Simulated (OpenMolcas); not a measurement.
## What dynamic correlation does to the levels of Ag6+

```json
{
  "Program": "OpenMolcas 26.06",
  "Basis": "ANO-RCC-VQZP [8s7p5d3f2g1h]",
  "Scalar Hamiltonian": "DKH2, point nucleus",
  "Active space": "5 electrons in 10 orbitals (4d 5d)",
  "State averaging": "2S+1 = 6 even, 1 root; 2S+1 = 4 even, 24 roots; 2S+1 = 2 even, 67 roots",
  "Spin-orbit coupling": "RASSI with atomic mean-field integrals over the reference wave functions, term energies averaged over their components"
}
```

Methods on the same reference wave functions:
A. CASSCF
B. SS-CASPT2, IPEA 0.25 Eh, imaginary shift 0.1 Eh (closed shells correlated: 4s 4p)
C. MS-CASPT2, IPEA 0.25 Eh, imaginary shift 0.1 Eh (closed shells correlated: 4s 4p)

Energies in cm⁻¹ above 4d⁵ ⁶S_5/2, the measured ground level; measured values from the list in Gamrath, thesis, University of Mons (2023).

```json
{"Level": "4d⁵ ⁶S_5/2", "A": "0.0", "B": "0.0", "C": "0.0", "Measured": "0.0"}
{"Level": "4d⁵ ⁴G_5/2", "A": "34746", "B": "31200", "C": "31200", "Measured": "29390"}
{"Level": "4d⁵ ⁴G_7/2", "A": "35460", "B": "32050", "C": "32050", "Measured": "30378"}
{"Level": "4d⁵ ⁴G_11/2", "A": "35708", "B": "32360", "C": "32360", "Measured": "30662"}
{"Level": "4d⁵ ⁴G_9/2", "A": "35877", "B": "32530", "C": "32530", "Measured": "30907"}
{"Level": "4d⁵ ⁴P_3/2 [55 %]", "A": "39554", "B": "34960", "C": "34960", "Measured": "32994"}
{"Level": "4d⁵ ⁴P_1/2 [69 %]", "A": "40939", "B": "36480", "C": "36480", "Measured": "34605"}
{"Level": "4d⁵ ⁴D_7/2", "A": "43584", "B": "38420", "C": "38420", "Measured": "36485"}
{"Level": "4d⁵ ⁴D_1/2 [70 %]", "A": "45328", "B": "40400", "C": "40400", "Measured": "38685"}
{"Level": "4d⁵ ⁴D_5/2 [56 %]", "A": "46005", "B": "41080", "C": "41100", "Measured": "39299"}
{"Level": "4d⁵ ⁴D_3/2 [55 %]", "A": "46263", "B": "41460", "C": "41460", "Measured": ""}
{"Level": "4d⁵ ²I_11/2", "A": "50495", "B": "46550", "C": "46550", "Measured": "44011"}
{"Level": "4d⁵ ²I_13/2", "A": "51825", "B": "47980", "C": "47980", "Measured": "45546"}
{"Level": "4d⁵ ²D_3/2(1) [55 %]", "A": "56683", "B": "50710", "C": "50720", "Measured": ""}
{"Level": "4d⁵ ⁴F_9/2 [63 %]", "A": "58004", "B": "51980", "C": "51970", "Measured": "49104"}
{"Level": "4d⁵ ⁴F_5/2", "A": "59635", "B": "53730", "C": "53650", "Measured": "51049"}
{"Level": "4d⁵ ²F_7/2(1) [52 %]", "A": "61356", "B": "55670", "C": "55760", "Measured": ""}
{"Level": "4d⁵ ²H_9/2 [52 %]", "A": "62167", "B": "56650", "C": "56650", "Measured": ""}
{"Level": "4d⁵ ⁴F_3/2 [55 %]", "A": "62344", "B": "56400", "C": "56380", "Measured": ""}
{"Level": "4d⁵ ²G_7/2(1)", "A": "65295", "B": "58710", "C": "58630", "Measured": ""}
{"Level": "4d⁵ ²H_11/2", "A": "65500", "B": "60630", "C": "60630", "Measured": "57962"}
{"Level": "4d⁵ ²F_7/2(2)", "A": "70030", "B": "62510", "C": "62660", "Measured": "59792"}
{"Level": "4d⁵ ²S_1/2", "A": "76542", "B": "67350", "C": "67350", "Measured": ""}
{"Level": "4d⁵ ²D_3/2(2)", "A": "84689", "B": "75690", "C": "75700", "Measured": ""}
```

Deviations, from unrounded energies. A percentage is the sum of absolute deviations over the sum of measured energies, with the sign that they share, or ± where signs differ.

| Against measurement | Levels | A | B | C |
| --- | --- | --- | --- | --- |
| mean absolute deviation (cm-1) | 15 | 6800 | 2100 | 2100 |
| other terms of the ground configuration (%) | 15 | +16.7 | +5.2 | +5.3 |

B, C lie about equally close to measurement and A furthest from it. The largest miss of B in the table is 4d⁵ ⁴F_9/2 [63 %], by +2900 cm-1. The ranking rests on the paired levels alone, and a cruder setting can come out closer through cancelling errors.

Between B and C the level of the table that moves most is 4d⁵ ²F_7/2(2), by 160 cm-1 (lowest in B, highest in C). Moves below CASPT2's spread within the term are not significant.

The two smallest mean deviations differ by little beside CASPT2's spread within terms, so their order carries little weight.

From A to B the spin-free energies of the other terms of 4d⁵ shown, above ⁶S, scale by factors of 0.88 to 0.92, as is usual when dynamic correlation screens the repulsion within a d or f shell.

The lowest spin-free term lies below A's lowest term by 0.354 hartree in B, 0.354 hartree in C.

Term energies are means over components that CASPT2 splits; among the terms shown or strongly mixed into the levels shown the widest spread is 660 cm-1 (4d⁵ ²I, C). Active for correlation alone: 5d; no level in the range computed is led by a configuration that fills it, so any true level of that kind is missing. Without dynamic correlation excited terms often stand tens of per cent too high (terms of higher spin than the ground term too low), and those without a measured partner can miss by more than the paired ones (holds for A). Measured partners are found by configuration, term and J. A level has none where our copy of the source lacks it or the pairing is in doubt (some pairs that miss far off the trend of their configuration count as doubtful), and it then counts in no deviation. Only configurations of the active space appear. The table leaves out levels that lie high or whose names do not pair safely across all columns.

A share in square brackets marks a mixed level and gives the weight of the term that names it, the lowest over the columns. A number in round brackets counts repeated terms of one configuration in the order of the reference energies.
